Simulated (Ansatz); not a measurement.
Correlation energies of `N[SiH]1[SiH2][Ga]1[Cl]` by basis set

```xyz
10

N     1.411   -1.282   -1.076
Si    0.264   -0.683    0.033
Si    0.071    1.376    1.062
Ga   -1.949    0.327    0.189
Cl   -4.057    0.693   -0.053
H     1.734   -0.742   -1.860
H     1.602   -2.266   -1.176
H     0.025   -1.777    1.020
H    -0.063    2.250   -0.161
H     0.964    2.105    2.021
```

The species carries charge 0 and has multiplicity 1. Correlated methods include outer-core shells of Ga, which these sets cover unevenly. Scalar relativity is left out up to krypton. Geometry: relaxed with PBE0-D4/def2-TZVP. It is one conformer, not always the lowest. Frozen core, restricted reference, Ansatz 0.2.0.

```
     basis      HF (Eh)  MP2 corr.
  def2-SVP  -3017.38776   -0.70338
def2-TZVPP  -3018.07065   -0.86526
def2-QZVPP  -3018.14310   -1.16660
```

Task: Estimate the CCSD correlation energy and the (T) correction in each basis where they were run (hartree).

Result: 
| basis | CCSD corr. | (T) |
| --- | --- | --- |
| def2-SVP | -0.74747 | -0.02572 |
| def2-TZVPP | -0.91225 | -0.04262 |
